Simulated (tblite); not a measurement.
Isomers of C6H12Si. Computed values, GFN2-xTB/tblite, gas phase, harmonic and unscaled. This tight-binding method is rough: wavenumbers can miss measured ones by several per cent, in bad cases by 10 to 20. Modes of hydrogen on silicon can be 10 to 20 % off. One conformer each.

Electronic energies: GFN2-xTB at the same geometries; isomer energies are rough at this level and their order can be wrong.

```csv
SMILES,"electronic energy, lowest = 0 (kcal/mol)"
CC1=CC[Si]1(C)C,14.9
CCCC#CC[SiH3],6.1
C[SiH2]C1=C(C)CC1,1.0
CC[C@@H]1C=C([SiH3])C1,0.0
C=C1CC[Si]1(C)C,14.6
```

Q: How do GFN2-xTB zero-point energies change the relative energies?

A: 
```
                SMILES  ZPE (kcal/mol)  of it from modes above 1550 cm⁻¹  electronic (kcal/mol)  with ZPE, lowest = 0 (kcal/mol)  lowest mode (cm⁻¹)  rings
CC[C@@H]1C=C([SiH3])C1            97.4                              50.7                    0.0                              0.0                  61      1
     C[SiH2]C1=C(C)CC1            97.8                              51.7                    1.0                              1.4                 10i      1
         CCCC#CC[SiH3]            96.3                              51.5                    6.1                              5.0                  14      0
       C=C1CC[Si]1(C)C           100.3                              54.5                   14.6                             17.5                  42      1
       CC1=CC[Si]1(C)C           100.2                              54.3                   14.9                             17.7                  98      1
```

The zero-point energies span 4.0 kcal/mol, from `CCCC#CC[SiH3]` to `C=C1CC[Si]1(C)C`. Slightly imaginary modes are left out of the zero-point energy: `C[SiH2]C1=C(C)CC1` 9.6i cm⁻¹. The order is unchanged.

Q: What do entropy and thermal enthalpy add at 298.15 K and 1 bar (rigid rotor, harmonic oscillator, one conformer each)?

A: 
```json
{"SMILES": "CC[C@@H]1C=C([SiH3])C1", "point group": "C1", "symmetry number": "1", "S (cal/(mol K))": "94.1", "H − H(0) (kcal/mol)": "6.44", "ZPE + H − H(0) − TS (kcal/mol)": "75.8"}
{"SMILES": "C=C1CC[Si]1(C)C", "point group": "Cs", "symmetry number": "1", "S (cal/(mol K))": "98.6", "H − H(0) (kcal/mol)": "6.96", "ZPE + H − H(0) − TS (kcal/mol)": "77.9"}
{"SMILES": "CC1=CC[Si]1(C)C", "point group": "Cs", "symmetry number": "1", "S (cal/(mol K))": "98.0", "H − H(0) (kcal/mol)": "7.07", "ZPE + H − H(0) − TS (kcal/mol)": "78.1"}
```

Not tabulated: `C[SiH2]C1=C(C)CC1` (lowest mode only 10i cm⁻¹); `CCCC#CC[SiH3]` (lowest mode only 14 cm⁻¹).
